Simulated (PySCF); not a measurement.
## MnOF₂, quartet: structure and spectrum

These are results of UB3LYP/[Mn def2-SVP, O def2-SVP, F def2-SVP], no relativity, density fitting, PySCF, not measurements.

The structure is a minimum.

```json
{"Point group": "C2v", "Bond lengths": "Mn–F 1.722 Å (×2), Mn–O 1.558 Å", "Bond angles": "F–Mn–F 123.7°, F–Mn–O 118.1° (×2)", "Enthalpy at 298.15 K above 0 K": "14.99 kJ/mol", "Principal polarisabilities": "12.7, 26.0, 32.3 bohr³", "Dipole moment": "0.05 D", "Rotational symmetry number": "2", "Entropy at 298.15 K and 1 bar (electronic part: spin only)": "308.7 J/(mol K)", "Lowest empty level (α)": "-4.56 eV", "Rotational constants": "0.2653, 0.1925, 0.1115 cm⁻¹", "Principal quadrupole moments (Buckingham, traceless) about the centre of mass": "-5.01, -2.48, 7.50 D Å", "Highest occupied level (α)": "-8.53 eV", "Heat capacity Cp at 298.15 K": "64.3 J/(mol K)", "Spin squared ⟨S²⟩": "3.857", "Zero-point energy": "18.5 kJ/mol", "Atomisation energy without zero-point energy": "1252 kJ/mol"}
```

Harmonic modes (masses in u: Mn 54.938, O 15.995, F 18.998):
```
symmetry  ω (cm⁻¹)  IR (km/mol)
      b1       144         53.6
      a1       186          9.9
      b2       272          5.7
      a1       670         44.6
      b2       779          149
      a1      1034         92.6
```

In C2v the vibrations span b1 + 3a1 + 2b2. Here b1 is antisymmetric to the molecular plane and b2 lies in it.

Charges (e):
```
atom  Mulliken  Löwdin  polar tensor  spin (Mulliken)  Mayer order to Mn1
 Mn1      1.17    0.66          1.68             3.03                   –
  O2     -0.37   -0.15         -0.49            -0.14                1.98
F3,4     -0.40   -0.25         -0.60             0.05                0.91
```

Mulliken populations on Mn1: s 6.24, p 12.48, d 5.10, f 0.01.

Formally Mn is in oxidation state +4, d3, with 3 unpaired electrons (the high-spin count). The Mulliken spin on Mn is 3.03. The polar-tensor charge on Mn, 1.68, is far below the formal one.

This need not be the most stable arrangement of these atoms. Open d and f shells are described by one determinant, and the ground state may have another occupation or spin.

The final relaxation and frequency run took 79 s on 2 threads of a shared Arm Neoverse N1 host, with 73 basis functions and 16 gradients; the process peaked at 0.89 GiB.
